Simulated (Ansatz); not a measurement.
C3H10BN, SMILES `CCBNC`. The species carries charge 0 and has multiplicity 1. The structure was optimised at the PBE0-D4/def2-TZVP level. It is one conformer, not always the lowest.

```xyz
15

C     1.342    0.994   -1.257
C     0.193    1.522   -0.408
B    -0.623    0.466    0.426
N    -0.314   -0.887    0.403
C    -0.984   -1.944    1.121
H     0.992    0.275   -2.003
H     1.855    1.792   -1.799
H     2.096    0.490   -0.643
H    -0.519    2.071   -1.038
H     0.562    2.284    0.292
H    -1.548    0.808    1.115
H     0.458   -1.204   -0.166
H    -1.800   -1.516    1.703
H    -1.404   -2.693    0.442
H    -0.306   -2.458    1.811
```

Task: What is the dipole moment at PBE/def2-TZVPP? (Estimate.)

Result: Ansatz gave: 1.53 D, with components (0.52, -1.42, -0.18) D in this frame, pointing from negative to positive charge.

Task: And with r2SCAN, B3LYP, ωB97M-V? (An estimate is asked.)

Result: The calculation gave: r2SCAN 1.48 D, B3LYP 1.47 D, ωB97M-V 1.47 D.

Task: Give the Mulliken charges with PBE, ωB97M-V, r2SCAN in def2-TZVPP. (Estimate.)

Result: Ansatz gave: 
| atom | PBE | ωB97M-V | r2SCAN |
| --- | --- | --- | --- |
| C1 | -0.27 | -0.36 | -0.16 |
| C2 | -0.18 | -0.20 | -0.10 |
| B3 | -0.03 | -0.04 | 0.04 |
| N4 | -0.13 | -0.18 | -0.19 |
| C5 | -0.16 | -0.21 | -0.03 |
| H6 | 0.08 | 0.10 | 0.04 |
| H7 | 0.08 | 0.11 | 0.04 |
| H8 | 0.08 | 0.10 | 0.04 |
| H9 | 0.07 | 0.09 | 0.03 |
| H10 | 0.07 | 0.09 | 0.03 |
| H11 | -0.02 | 0.04 | -0.04 |
| H12 | 0.14 | 0.11 | 0.14 |
| H13 | 0.09 | 0.10 | 0.05 |
| H14 | 0.10 | 0.12 | 0.06 |
| H15 | 0.10 | 0.12 | 0.06 |

B3LYP here is the variant with VWN-RPA as its local correlation; programs differ in this.
